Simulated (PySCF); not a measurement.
# Substituent chemical shifts

Parent skeleton `[CH:1]#[C:2][CH2:3][CH:4]=[CH:5][F:6]`; one hydrogen on atom 4 is replaced by X. Hydrogens on one atom are averaged.

- geometry: GFN2-xTB
- shielding tensors at PBE0/pcSseg-1 (GIAO)
- code: PySCF
- single conformer, no relativistic terms, fast rotation and ring inversion assumed for equivalent nuclei, no solvent

Scale: ¹³C and ¹H vs TMS; ¹⁹F vs CFCl3 (reference shieldings calculated alike).

Parent (X = H): C1 74.9, C2 86.3, C3 16.1, C4 114.7, C5 158.5, F6 -126.8, H(C1) 1.39, H(C3) 3.24, H(C5) 6.88 ppm. Effects are Δδ = δ(X) − δ(H), positive for deshielding.

(1) Give Δδ (ppm) for X = SSiH3, allyl, propynyl.

(2) Which position responds most, and to which substituents?

Results:

(1) 
| X | SMILES | C1 | C2 | C3 | C4 | C5 | F6 | H(C1) | H(C3) | H(C5) |
| --- | --- | --- | --- | --- | --- | --- | --- | --- | --- | --- |
| SSiH3 | C#CC/C(=C/F)S[SiH3] | +5.5 | -3.8 | +8.8 | +6.6 | -0.9 | -24.9 | +0.31 | -0.18 | +0.86 |
| allyl | C#CC/C(=C/F)CC=C | +0.5 | +0.7 | +4.5 | +10.8 | -4.0 | -3.4 | +0.01 | -0.39 | +0.00 |
| propynyl | C#CC/C(C#CC)=C\F | +0.4 | -0.3 | +5.3 | -2.2 | +5.8 | +9.9 | -0.01 | -0.05 | +0.31 |

(2) F6: from -24.9 ppm with SSiH3 to +9.9 ppm with propynyl.

Unscaled 19F shifts against computed CFCl3 carry errors that often reach 10 to 50 ppm.
